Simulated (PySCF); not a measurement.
Match the calculated data to a structure.

All candidates are C4H12O2Si3.

* 13C NMR: chemical shifts (computed TMS as zero) by class: 150.7 (1 C), 119.2 (1 C), 39.2 (1 C), 36.0 (1 C) ppm [GIAO PBE0/pcSseg-1]
* Dipole: 1.41 D [PBE0/pcSseg-1]
* Rotational structure: rotational constants A, B, C: 1.314, 0.654, 0.513 GHz [GFN2-xTB]
* 1H NMR: chemical shifts (computed TMS as zero) by class: 5.68 (1 H), 5.57 (1 H), 5.55 (1 H), 5.32 (1 H), 5.31 (3 H), 5.22 (1 H), 5.12 (1 H), 2.86 (1 H), 2.35 (1 H), 1.86 (1 H) ppm [GIAO PBE0/pcSseg-1]
* NMR, other nuclei: isotropic shieldings of nuclei other than C and H, by class: 219 (1 O), 277 (1 O), 346 (1 Si), 367 (1 Si), 390 (1 Si) ppm [GIAO PBE0/pcSseg-1]

Electronic properties: PySCF, gas phase, density fitting. Levels stand in brackets. The structure is a single GFN2-xTB conformer in the gas phase; no vibrational or solvent corrections. GFN2-xTB frequencies show an imaginary mode (40i cm⁻¹), so this geometry is no minimum at that level. NMR values are class means; diastereotopic atoms form classes of their own.

Question: Which candidate is it?
A. `C=CC[C@@H]1[SiH2]O[Si@@H]1O[SiH3]`
B. `C/C(=C/C=O)[SiH2]O[SiH2][SiH3]`
C. `O=C(O)[C@@H]([SiH3])[Si@@H]1C[C@@H]1[SiH3]`

Answer: A. It is `C=CC[C@@H]1[SiH2]O[Si@@H]1O[SiH3]`. Numbering: `[CH2:1]=[CH:2][CH2:3][C@@H:4]1[SiH2:5][O:6][Si@@H:7]1[O:8][SiH3:9]`. Its formula, C4H12O2Si3, gives 2 degrees of unsaturation: 1 ring and 1 π bond in the structure found. 4 carbons fall into 4 classes; from least to most shielded: alkene CH carbon [C2] (150.7 ppm), terminal =CH2 carbon [C1] (119.2 ppm), ring sp3 carbon bound to silicon [C4] (39.2 ppm), allylic carbon [C3] (36.0 ppm). Hydrogen classes from least to most shielded: 1 H on an alkene CH carbon, C2 (5.68 ppm), 1 H on an oxygen-bound silicon, Si5 (5.57 ppm), 1 H on an oxygen-bound silicon, Si5 (5.55 ppm), 1 H on a terminal =CH2 carbon, C1 (5.32 ppm), 3 H on an oxygen-bound silicon, Si9 (5.31 ppm), 1 H on an oxygen-bound silicon, Si7 (5.22 ppm), 1 H on a terminal =CH2 carbon, C1 (5.12 ppm), 1 H on an allylic carbon, C3 (2.86 ppm), 1 H on an allylic carbon, C3 (2.35 ppm), 1 H on an sp3 carbon bound to silicon, C4 (1.86 ppm). The other shieldings belong to: 219 ppm, siloxane oxygen [O6]; 277 ppm, siloxane oxygen [O8]; 346 ppm, oxygen-bound silicon [Si5]; 367 ppm, oxygen-bound silicon [Si7]; 390 ppm, oxygen-bound silicon [Si9]. The optimised geometry has point group C1 and is an asymmetric top.

The others, at the same levels:
- `C/C(=C/C=O)[SiH2]O[SiH2][SiH3]` fails: its computed 13C shifts are 205.7 (1 C), 194.9 (1 C), 138.8 (1 C), 28.7 (1 C) ppm, 1H shifts are 9.21 (1 H), 6.96 (1 H), 5.81 (2 H), 5.11 (2 H), 3.42 (3 H), 2.69 (3 H) ppm and rotational constant A is 2.115 GHz (against 1.314 GHz).
- `O=C(O)[C@@H]([SiH3])[Si@@H]1C[C@@H]1[SiH3]` fails: its computed 13C shifts are 182.8 (1 C), 13.9 (1 C), 1.1 (1 C), -7.7 (1 C) ppm, 1H shifts are 6.10 (1 H), 4.28 (3 H), 4.05 (3 H), 3.88 (1 H), 1.53 (1 H), 0.85 (1 H), 0.21 (1 H), -0.04 (1 H) ppm and dipole moment is 1.11 D (against 1.41 D).

Each candidate is one conformer, not necessarily the lowest. Dipoles, sizes and rotational constants follow the conformer. The torsions of the flexible species, by atom-mapped SMILES:
- `[CH2:1]=[CH:2][CH2:3][C@@H:4]1[SiH2:5][O:6][Si@@H:7]1[O:8][SiH3:9]`: C1–C2–C3–C4 -121°, C2–C3–C4–Si5 -70°, O6–Si7–O8–Si9 -25°
- `[CH3:1]/[C:2](=[CH:3]/[CH:4]=[O:5])[SiH2:6][O:7][SiH2:8][SiH3:9]`: C2–C3–C4–O5 0°, C1–C2–Si6–O7 1°
- `[O:1]=[C:2]([OH:3])[C@@H:4]([SiH3:5])[Si@@H:6]1[CH2:7][C@@H:8]1[SiH3:9]`: O1–C2–C4–Si5 -82°, C2–C4–Si6–C7 162°, H–O3–C2–O1 -1°
